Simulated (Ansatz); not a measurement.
**Pulling the pair apart**

The pair of CO (SMILES [C-]#[O+], atoms 1–2) and GeH₄ (SMILES [GeH4], atoms 3–7), both closed shells, in one local arrangement (a lower one may exist), relaxed at PBE0-D4/def2-TZVP:

```xyz
7
angstrom
C 0.2551 0.2420 -2.4825
O 0.5060 0.6817 -3.4850
Ge -0.1524 -0.1856 1.1907
H -1.4376 0.4117 0.6036
H 0.0710 -1.5919 0.6212
H -0.2825 -0.2688 2.7190
H 1.0405 0.7107 0.8330
```

GeH₄ is shifted rigidly along the line between the mean atom positions of the two fragments (negative: closer). Counterpoise interaction energies in kcal/mol. Ansatz 0.2.0; basis: def2-TZVPPD; cores frozen in the correlated methods. Filled d shells of the heavier atoms are correlated. The def2 sets are not built for correlating such inner shells, so the correlated values are less sure here. B3LYP uses VWN-RPA correlation.

```json
{"shift (Å)": "-0.37", "B3LYP-D4": "-0.01", "wB97M-V": "-0.42", "r2SCAN-D4": "0.03"}
{"shift (Å)": "-0.19", "B3LYP-D4": "-0.36", "wB97M-V": "-0.69", "r2SCAN-D4": "-0.30"}
{"shift (Å)": "0.00", "B3LYP-D4": "-0.46", "wB97M-V": "-0.73", "r2SCAN-D4": "-0.42"}
{"shift (Å)": "0.19", "B3LYP-D4": "-0.44", "wB97M-V": "-0.67", "r2SCAN-D4": "-0.42"}
{"shift (Å)": "0.45", "B3LYP-D4": "-0.33", "wB97M-V": "-0.54", "r2SCAN-D4": "-0.36"}
{"shift (Å)": "0.93", "B3LYP-D4": "-0.11", "wB97M-V": "-0.34", "r2SCAN-D4": "-0.22"}
{"shift (Å)": "1.86", "B3LYP-D4": "0.07", "wB97M-V": "-0.12", "r2SCAN-D4": "-0.07"}
{"shift (Å)": "3.72", "B3LYP-D4": "0.13", "wB97M-V": "-0.02", "r2SCAN-D4": "0.00"}
```

At the largest shift the D4 term itself is slightly repulsive (B3LYP-D4 +6.0 meV, r2SCAN-D4 +0.4 meV): a quirk of that model, not of the functional.

**Question.** What does CCSD(T) give at these shifts? (An estimate is asked for; the value comes from the calculation.)

**Answer.** The calculation gives: -0.08, -0.46, -0.59, -0.59, -0.51, -0.32, -0.11, -0.02 kcal/mol. For zero shift, CCSD(T) at an estimated basis limit (MP2 extrapolated from triple and quadruple zeta, plus CCSD(T) − MP2 in triple zeta) gives -0.70 kcal/mol. These are counterpoise interaction energies, counted from the two frozen fragments.

No T1 diagnostic of these runs exceeds 0.015.

For scale, one of the runs: CCSD(T)/def2-TZVPPD, 199 basis functions, launched by `ansatz run in.yaml --threads 4 --pin off --events-out ev --progress --plain --max-ram 9574MiB`. Time: 15 s of wall clock on 4 CPU threads of an Intel Xeon 6975P-C; the host was shared. Peak host memory: 2.6 GiB.
